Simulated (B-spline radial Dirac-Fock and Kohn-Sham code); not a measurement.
**Dipole and non-dipole photoemission parameters of Ga 2p3/2**

System: neutral gallium, configuration [Ar] 3d10 4s2 4p1; threshold 1116.4 eV (tabulated edge). These are calculated numbers from a B-spline atomic structure program; the model is Dirac-Hartree-Slater photoionisation with a Latter tail; cross sections with all multipoles, angular parameters from the dipole term and its interference with E2.

For linearly polarised light dσ/dΩ = σ/(4π) [1 + β P₂(cos θ) + (δ + γ cos²θ) sin θ cos φ], with θ from the polarisation vector and φ the angle between the beam and the projection of the electron momentum on the plane normal to the polarisation.

```
hν (eV)  σ (kb)      β       γ      δ
 1253.6     447  1.087  -0.139  0.008
 1486.9     289  1.358  -0.047  0.015
   2000     132  1.466   0.229  0.027
   2450    75.2  1.460   0.421  0.034
   3250    33.2  1.404   0.680  0.047
   3760       ?      ?       ?      ?
   3870    19.7  1.350   0.833  0.058
   4310    14.2  1.312   0.924  0.066
 5414.7    6.98  1.219   1.104  0.087
   7760    2.20  1.050   1.361  0.133
   8010    1.98  1.035   1.381  0.137
   8330    1.74  1.015   1.406  0.144
  11500   0.591  0.850   1.589  0.204
  12000   0.511  0.828   1.611  0.213
  13100   0.379  0.783   1.653  0.233
```

Problem. Give the values at 3760 eV.

Solution. σ = 21.5 kb, β = 1.360, γ = 0.808, δ = 0.056.
